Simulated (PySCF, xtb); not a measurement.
Sb(F)5 anion (F5Sb), SMILES [F][Sb]([F])([F])([F])[F] (connectivity only; charge and spin as stated), charge -1, multiplicity 2.

Harmonic wavenumbers (cm⁻¹) from GFN2-xTB run with xtb at its own minimum, in rising order: 40, 40, 66, 104, 139, 157, 158, 249, 249, 310, 333, 397.

Q: What does PBE0-D3(BJ)/def2-SVPD (PySCF) give at its own minimum? (Estimate from the structure and the level; the computed values follow.)

A: 97, 152, 152, 198, 214, 234, 234, 490, 505, 524, 524, 609. Paired by order, the mean absolute difference is 141 cm⁻¹ and the zero-point energies are 3.2 and 5.6 kcal/mol.
